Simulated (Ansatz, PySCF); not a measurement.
Energy difference 2 R1 → P1 + P2, each structure at its B3LYP-D3(BJ)/def2-TZVP stationary point, reached from a drawn start (curvature not checked).
P1: Br4OW (SMILES [O]=[W]([Br])([Br])([Br])[Br]), charge 0, multiplicity 1.
R1, Br3OW (SMILES [O]=[W]([Br])([Br])[Br]) (charge 0, multiplicity 2):
```
atom    x (Å)    y (Å)    z (Å)
----  -------  -------  -------
W      0.0661   0.1995   0.0646
O      1.1074   1.0256   1.1043
Br     1.3975  -1.3899  -1.2031
Br    -1.3551   1.5374  -1.3684
Br    -1.2159  -1.3726   1.4026
```
P2, Br2OW (SMILES [O]=[W]([Br])[Br]) (charge 0, multiplicity 3, Z-matrix in Å and degrees):
```
W
O 1 1.6864
Br 1 2.4384 2 118.79
Br 1 2.4384 2 118.80 3 180.00
```

P less R. No zero-point or thermal terms; singlets are restricted closed shells; open shells are unrestricted; no spin–orbit coupling. The spin states of the d-block species are the ones drawn and need not be the lowest.

Correlated levels freeze the cores. In cc and def2 sets filled d and f shells under p-block atoms count as core.

Run with Ansatz (Gaussian orbitals); PySCF for the D3/D4 terms. No computed number here is a measurement. Elements past Kr take the def2 small-core potentials, without spin–orbit coupling.

Total energies in hartree:

| structure | PBE/def2-TZVPP | B3LYP-D3(BJ)/def2-TZVPP | CCSD(T)/def2-TZVPP |
|---|---|---|---|
| P1 | -10437.670986 | -10439.378709 | -10432.380195 |
| R1 | -7863.855274 | -7865.154509 | -7859.747546 |
| P2 | -5290.006475 | -5290.891213 | -5287.075053 |

Problem. Work out the reaction energy at each level in eV (1 hartree = 27.21139 eV), and say how far PBE/def2-TZVPP lies from CCSD(T)/def2-TZVPP.

Solution. 
- PBE/def2-TZVPP: (-10437.670986) + (-5290.006475) − 2 × (-7863.855274) = 0.033087 hartree = 0.900 eV
- B3LYP-D3(BJ)/def2-TZVPP: (-10439.378709) + (-5290.891213) − 2 × (-7865.154509) = 0.039096 hartree = 1.064 eV
- CCSD(T)/def2-TZVPP: (-10432.380195) + (-5287.075053) − 2 × (-7859.747546) = 0.039844 hartree = 1.084 eV
PBE/def2-TZVPP less CCSD(T)/def2-TZVPP: -0.184 eV. CCSD(T)/def2-TZVPP is the level counted from, the highest shown, and no exact or measured value.

Ansatz is a first-principles code.
